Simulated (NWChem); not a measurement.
CH4BClS; SMILES CSBCl

```xyz
8

B     -0.5616    -0.4373     0.0000
Cl     0.0634    -2.0848     0.0000
H     -1.7600    -0.2512     0.0000
S      0.5957     0.9187     0.0000
C     -0.5145     2.3799     0.0000
H     -1.1483     2.3892    -0.9057
H      0.1333     3.2759     0.0000
H     -1.1483     2.3892     0.9057
```
Atoms are numbered in this order, from 1.

All runs: NWChem. Pople sets run with spherical d functions. Geometry: optimised at PBE-D3(BJ)/def2-SVP. B3LYP is NWChem's, with the RPA form of VWN correlation. Core excitations by TDA in a window of 1s orbitals, non-relativistic and unshifted: absolute energies depend strongly on the exact-exchange share.

Predict the results for Cl K edge, B3LYP/6-311G**. Quantities: first 1s excitation (eV); dipole oscillator strength of the first.


```json
{
  "first 1s excitation (eV)": "2760.4",
  "dipole_oscillator_strength_of_the_first": "0.0012"
}
```
